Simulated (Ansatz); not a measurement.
Basis-set series for C2H6Cl2F2O2W (`C[O][W]([F])([F])([Cl])([Cl])[O]C`). Total charge 0; spin multiplicity 1. W takes the def2 core potential. The structure was optimised at the PBE0-D4/def2-TZVP level. It is one conformer, not always the lowest.

```xyz
15

C     2.356   -1.197    0.804
O     1.379   -0.229    0.542
W    -0.437   -0.007    0.681
F    -0.254    1.414    1.871
F    -0.392   -1.196    2.126
Cl   -2.739    0.020    1.000
Cl   -0.685   -1.864   -0.720
O    -0.659    1.090   -0.754
C    -1.443    1.503   -1.831
H     2.272   -1.985    0.048
H     3.340   -0.731    0.750
H     2.190   -1.625    1.796
H    -1.054    2.447   -2.215
H    -1.401    0.734   -2.608
H    -2.474    1.626   -1.489
```

```csv
functional,basis,functions,energy (Eh),HOMO (eV),LUMO (eV)
PBE0-D4,def2-SVP,182,-1416.32502,-8.52,-3.65
PBE0-D4,def2-TZVPP,410,-1417.18031,-8.54,-3.56
ωB97M-V,def2-SVP,182,-1416.78269,-10.70,-1.66
ωB97M-V,def2-TZVPP,410,-1417.65008,-10.76,-1.58
```

Question: Give the rows for def2-QZVPP. (An estimate is asked.)

Answer: Ansatz gave: 
```json
{"functional": "PBE0-D4", "basis": "def2-QZVPP", "functions": "743", "energy (Eh)": "-1417.23117", "HOMO (eV)": "-8.57", "LUMO (eV)": "-3.60"}
{"functional": "ωB97M-V", "basis": "def2-QZVPP", "functions": "743", "energy (Eh)": "-1417.69867", "HOMO (eV)": "-10.80", "LUMO (eV)": "-1.63"}
```
